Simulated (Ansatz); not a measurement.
Program: Ansatz 0.2.0.

Basis-set series for `F[CH]([SiH3])[SnH3]`. Total charge 0; spin multiplicity 1. Sn takes the def2 core potential. The geometry is a stationary point of PBE0-D4/def2-TZVP.

| functional | basis | functions | energy (Eh) | HOMO (eV) | LUMO (eV) |
| --- | --- | --- | --- | --- | --- |
| PBE0-D4 | def2-SVP | 107 | -645.42658 | -7.77 | 0.15 |
| PBE0-D4 | def2-TZVPP | 252 | -645.70795 | -7.84 | -0.19 |
| ωB97M-V | def2-SVP | 107 | -645.54537 | -9.89 | 1.87 |
| ωB97M-V | def2-TZVPP | 252 | -645.83494 | -9.99 | 1.25 |

(1) Give the rows for def2-QZVPP. (Estimate.)

## Answers

(1) The calculation gave: 
```
functional       basis  functions  energy (Eh)  HOMO (eV)  LUMO (eV)
   PBE0-D4  def2-QZVPP        476   -645.72748      -7.86      -0.27
   ωB97M-V  def2-QZVPP        476   -645.85351     -10.01       1.00
```

Positive LUMOs are unbound and depend on the basis.
